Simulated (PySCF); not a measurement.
CBr$_{3}$, doublet, at a GFN2-xTB geometry of the parent state (the spin is typed, not shown lowest); DF-M062X/def2-SVP (PySCF).

Input for PySCF:
```python
from pyscf import gto, scf, dft

mol = gto.M(
    atom='''
Br   -0.89420503    1.58532861    0.04894498
C     0.00008981   -0.00042773    0.01522418
Br   -0.92646503   -1.56696295   -0.03942971
Br    1.82065466   -0.01829233   -0.01212513
''',
    basis='def2-svp',
    spin=1,
    verbose=4,
)

mf = dft.ROKS(mol)
mf.xc = 'm062x'
mf = mf.density_fit(auxbasis='def2-universal-jkfit')
mf.kernel()
```

### Question
Write the output that PySCF gives for this input, abridged.

### Answer

```
PySCF version 2.14.0

[INPUT] verbose = 4
[INPUT] num. atoms = 4
[INPUT] num. electrons = 111
[INPUT] charge = 0
[INPUT] spin (= nelec alpha-beta = 2S) = 1
[INPUT] symmetry False subgroup None
[INPUT] Mole.unit = angstrom
[INPUT] Symbol           X                Y                Z      unit          X                Y                Z       unit  Magmom
[INPUT]  1 Br    -0.894205030000   1.585328610000   0.048944980000 AA   -1.689802605908   2.995836890337   0.092492607372 Bohr   0.0
[INPUT]  2 C      0.000089810000  -0.000427730000   0.015224180000 AA    0.000169716303  -0.000808292555   0.028769530671 Bohr   0.0
[INPUT]  3 Br    -0.926465030000  -1.566962950000  -0.039429710000 AA   -1.750765170687  -2.961130822841  -0.074511353071 Bohr   0.0
[INPUT]  4 Br     1.820654660000  -0.018292330000  -0.012125130000 AA    3.440538674813  -0.034567493880  -0.022913174925 Bohr   0.0

nuclear repulsion = 799.740473528822
number of shells = 42
number of NR pGTOs = 246
number of NR cGTOs = 110
basis = def2-svp
ecp = {}

******** <class 'pyscf.df.df_jk.DFROKS'> ********
method = DFROKS
initial guess = minao
damping factor = 0
level_shift factor = 0
DIIS = <class 'pyscf.scf.diis.CDIIS'>
diis_start_cycle = 1
diis_space = 8
diis_damp = 0
SCF conv_tol = 1e-09
SCF conv_tol_grad = None
SCF max_cycles = 50
direct_scf = False
num. doubly occ = 55  num. singly occ = 1
XC library pyscf.dft.libxc version 7.1.2
    S. Lehtola, C. Steigemann, M. J. T. Oliveira, and M. A. L. Marques,  SoftwareX 7, 1–5 (2018)
XC functionals = m062x
    Y. Zhao and D. G. Truhlar,  Theor. Chem. Acc. 120, 215 (2008)
    Y. Zhao and D. G. Truhlar,  Theor. Chem. Acc. 120, 215 (2008)
radial grids:
    Treutler-Ahlrichs [JCP 102, 346 (1995); DOI:10.1063/1.469408] (M4) radial grids

becke partition: Becke, JCP 88, 2547 (1988); DOI:10.1063/1.454033
pruning grids: <function nwchem_prune>
grids dens level: 3
symmetrized grids: False
atomic radii adjust function: <function treutler_atomic_radii_adjust>
small_rho_cutoff = 0
Set gradient conv threshold to 3.16228e-05
tot grids = 75392
******** <class 'pyscf.df.df.DF'> ********
auxbasis = def2-universal-jkfit
init E= -7757.0952780072
  HOMO = -0.121535524887131  LUMO = -0.0629717943481372  gap/eV = 1.59360
cycle= 1 E= -7759.58907043482  delta_E= -2.49  |g|= 0.404  |ddm|=    2
  HOMO = -0.249505057937137  LUMO = -0.0594491269303723  gap/eV = 5.17169
cycle= 2 E= -7759.49394473992  delta_E= 0.0951  |g|= 0.724  |ddm|= 0.775
  HOMO = -0.161311849611668  LUMO = -0.00834300773956231  gap/eV = 4.16249
cycle= 3 E= -7759.63865093124  delta_E= -0.145  |g|= 0.0175  |ddm|= 0.47
  HOMO = -0.157909381967573  LUMO = -0.00333394173741297  gap/eV = 4.20621
cycle= 4 E= -7759.63880587911  delta_E= -0.000155  |g|= 0.011  |ddm|= 0.0377
  HOMO = -0.159004095821366  LUMO = -0.00409845067308545  gap/eV = 4.21520
cycle= 5 E= -7759.63882909749  delta_E= -2.32e-05  |g|= 0.002  |ddm|= 0.00894
  HOMO = -0.159333759425633  LUMO = -0.00425495363222472  gap/eV = 4.21991
cycle= 6 E= -7759.63883206435  delta_E= -2.97e-06  |g|= 0.000584  |ddm|= 0.00395
  HOMO = -0.159350294406483  LUMO = -0.00422787074574238  gap/eV = 4.22110
cycle= 7 E= -7759.63883224303  delta_E= -1.79e-07  |g|= 0.000157  |ddm|= 0.00108
  HOMO = -0.159361093879586  LUMO = -0.00423111913942442  gap/eV = 4.22130
cycle= 8 E= -7759.63883225557  delta_E= -1.25e-08  |g|= 3.12e-05  |ddm|= 0.000242
  HOMO = -0.159365388606327  LUMO = -0.00423577003487718  gap/eV = 4.22129
cycle= 9 E= -7759.63883225658  delta_E= -1.01e-09  |g|= 9.15e-06  |ddm|= 0.000143
  HOMO = -0.159366372953783  LUMO = -0.00423655920616017  gap/eV = 4.22130
cycle= 10 E= -7759.63883225663  delta_E= -5.28e-11  |g|= 2.78e-06  |ddm|= 2.78e-05
  HOMO = -0.159366046217934  LUMO = -0.00423623229144399  gap/eV = 4.22130
Extra cycle  E= -7759.63883225664  delta_E= -1.09e-11  |g|= 1.46e-06  |ddm|= 1.18e-05
converged SCF energy = -7759.63883225664
```
